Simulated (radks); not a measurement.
Results of a calculation; reference values are marked as such.
Effect of the nuclear size on the rhodium ion Rh3+, [Kr] 4d6. Code: a radial shooting solver on a logarithmic mesh with Libxc functionals. Model: Dirac Kohn-Sham, relativistic LDA (MacDonald-Vosko exchange, VWN5 correlation), spin-unpolarised, spherical densities, finite nucleus; open shells fill j = l - 1/2 first; Fermi nuclear charge, rms radius 4.4945 fm. The rms radius is varied about that value; shifts are against it.

| rms radius (fm) | total energy shift (eV) | density at nucleus (e/bohr^3) | 1s1/2 shift (meV) | 2s1/2 shift (meV) | 4s1/2 shift (meV) | 4p1/2 shift (meV) | 5s1/2 (empty) shift (meV) |
|---|---|---|---|---|---|---|---|
| 3.6046 | -0.780 | 1.23e+05 | -327 | -36.0 | -1.23 | 0.066 | -0.200 |
| 4.1979 | -0.277 | 1.207e+05 | -116 | -12.8 | -0.435 | 0.023 | -0.071 |
| 4.4945 | 0 | 1.197e+05 | 0.000 | 0.000 | 0.000 | 0.000 | 0.000 |
| 4.7417 | 0.243 | 1.189e+05 | 102 | 11.2 | 0.383 | -0.021 | 0.062 |
| 5.0249 | 0.536 | 1.18e+05 | 225 | 24.7 | 0.843 | -0.045 | 0.137 |

Slopes of the eigenvalues against <r^2> in GHz/fm^2, as finite differences over the two radii next to the reference (eigenvalue slopes, not the field-shift constants of lines): 1s1/2 10900, 2s1/2 1190, 4s1/2 40.7, 4p1/2 -2.19, 5s1/2 (empty) 6.63.
